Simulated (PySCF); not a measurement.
# Working with the constants of TlF

RHF-CCSD(T) constants of TlF, ¹Σ⁺ (singlet), closed shell (Tl aug-cc-pVDZ-PP with ECP60, F aug-cc-pVDZ; scalar-relativistic core potentials (PySCF 2.14); masses 204.9744 and 18.9984 u):

```
ωe              : 467.1 cm⁻¹
ωexe            : 2.28 cm⁻¹
Be              : 0.21599 cm⁻¹
αe              : 0.00148 cm⁻¹
D (centrifugal) : 1.85e-07 cm⁻¹
De to Tl + F    : 5.09 eV
```

Question: Give the vibrational terms G(v) and spacings up to v = 6.

Answer: G(v) = ωe(v+½) − ωexe(v+½)².

```
v  G(v) (cm⁻¹)  G(v) − G(v−1)  Bv (cm⁻¹)
0        233.0                    0.2152
1        695.5          462.5     0.2138
2       1153.5          458.0     0.2123
3       1606.9          453.4     0.2108
4       2055.8          448.9     0.2093
5       2500.1          444.3     0.2078
6       2939.8          439.7     0.2064
```

Question: How well does the Morse estimate ωe²/(4ωexe) reproduce De, and what is D0?

Answer: It gives 2.97 eV, 58 % of the computed De. D0 = De − G(0) = 5.09 − 0.03 = 5.06 eV.

Measured values (Huber and Herzberg, Constants of Diatomic Molecules (1979)): ωe = 477.3 cm⁻¹, ωexe = 2.3 cm⁻¹, Be = 0.223150163 cm⁻¹, αe = 0.00150385 cm⁻¹.

Correlated steps freeze 5 core orbitals. Correlated levels converge slowly with the basis: in double zeta they bind strong bonds too weakly, by up to about 1 eV, and carry superposition errors of some tenths. These are scalar-relativistic numbers at best; spin–orbit coupling would shift them, the dissociation energy most. Where the molecule has an RHF reference, its open-shell atoms are computed with UHF.
